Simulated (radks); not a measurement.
Sb II, configuration [Kr] 4d10 5s2 5p2 (the NIST ground configuration). Calculated with a radial shooting solver on a logarithmic mesh with Libxc functionals: scalar-relativistic Kohn-Sham, LDA (Slater exchange, Perdew-Wang correlation), spin-unpolarised, spherical densities, point nucleus. Some entries of the table are withheld. Estimate them.

| orbital | occ. | eigenvalue (eV) | <r> (bohr) | r(max) (bohr) |
|---|---|---|---|---|
| 1s | 2 | -30279.47 | 0.02845 | 0.01837 |
| 2s | 2 | (1) | 0.1227 | 0.1038 |
| 2p | 6 | -4147.228 | 0.1072 | 0.08306 |
| 3s | 2 | -911.3385 | (2) | 0.3003 |
| 3p | 6 | -758.5573 | 0.3292 | 0.2937 |
| 3d | 10 | -524.7197 | 0.3056 | 0.2440 |
| 4s | 2 | -157.0716 | 0.7906 | 0.7221 |
| 4p | 6 | -110.1782 | 0.8523 | 0.7618 |
| 4d | 10 | -42.0992 | 1.030 | (3) |
| 5s | 2 | -20.9534 | 2.150 | 1.865 |
| 5p | 2 | -12.2279 | 2.656 | 2.240 |

Answer. 
(1) 2s eigenvalue (eV): -4615.876
(2) 3s <r> (bohr): 0.3311
(3) 4d r(max) (bohr): 0.8466
